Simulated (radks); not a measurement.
The holmium ion Ho+, 66 electrons, occupied as [Xe] 4f11 6s1.

Method: scalar-relativistic Kohn-Sham, LDA (Slater exchange, Perdew-Wang correlation), spin-unpolarised, spherical densities, point nucleus; computed with a radial shooting solver on a logarithmic mesh with Libxc functionals.

Energy parts (Ry):
total: -25216.0608
kinetic: 27267.2707
electron-nucleus: -61782.9252
Hartree: 9823.6091
exchange-correlation: -524.0154

Orbitals (lengths in bohr, moments of r in powers of bohr; <r^-3> diverges for s and p1/2):
orbital,occ.,eigenvalue (Ry),<r^-3>,<r^2>
1s,2,-4076.017,-,0.0005888
2s,2,-682.2612,-,0.009179
2p,6,-604.7138,13540,0.007445
3s,2,-152.7118,-,0.06050
3p,6,-129.0173,2897,0.06080
3d,10,-98.89840,386.5,0.05076
4s,2,-30.50833,-,0.3043
4p,6,-22.70719,654.1,0.3449
4d,10,-12.17041,73.04,0.4138
4f,11,-0.73145,9.787,0.9986
5s,2,-4.20372,-,1.835
5p,6,-2.39922,81.73,2.631
6s,1,-0.67781,-,14.79

The highest occupied level is 6s at -9.222 eV. Summed over all electrons, <r^2> = 53.10 bohr^2, which gives a Langevin (diamagnetic) susceptibility term of -42.1 x 10^-6 cm^3/mol. The density falls to 0.001 e/bohr^3 at r = 4.39 bohr.
